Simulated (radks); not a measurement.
Results of a calculation; reference values are marked as such.
Hf III, configuration [Xe] 4f14 5d2 (the NIST ground configuration). Code: a radial shooting solver on a logarithmic mesh with Libxc functionals. Model: Dirac Kohn-Sham, PBE, spin-unpolarised, spherical densities, point nucleus; open shells are shared between the two j in proportion to 2j + 1.

Normalised radial functions P(r) = r R(r) (large component), r in bohr:

r,5s1/2,5p3/2,4f5/2
0.00381,0.1430,0.0108,0.0000
0.00606,0.1720,0.0242,0.0000
0.009561,0.1758,0.0513,0.0001
0.01521,0.1203,0.1014,0.0003
0.02418,-0.0250,0.1746,0.0018
0.03846,-0.2188,0.2334,0.0086
0.06068,-0.2614,0.1731,0.0364
0.09651,0.0640,-0.0985,0.1343
0.1535,0.4047,-0.3342,0.3923
0.2441,-0.0641,0.0048,0.8379
0.3852,-0.5913,0.4960,1.2053
0.6126,0.2697,-0.0123,1.1279
0.9743,1.1052,-0.8824,0.6989
1.549,0.6772,-0.8313,0.2927
2.445,0.1354,-0.2953,0.0788
3.888,0.0064,-0.0341,0.0104
6.184,0.0000,-0.0008,0.0004
9.835,0.0000,0.0000,0.0000

5s1/2: eigenvalue -81.917 eV, 4 radial nodes at r = 0.0227, 0.0905, 0.235, 0.555 bohr, <r> = 1.14 bohr, 90 % of the charge inside 1.64 bohr. 5p3/2: eigenvalue -48.409 eV, 3 radial nodes at r = 0.0841, 0.243, 0.609 bohr, <r> = 1.37 bohr, 90 % of the charge inside 2.01 bohr. 4f5/2: eigenvalue -32.818 eV, 0 radial nodes, <r> = 0.670 bohr, 90 % of the charge inside 1.14 bohr.
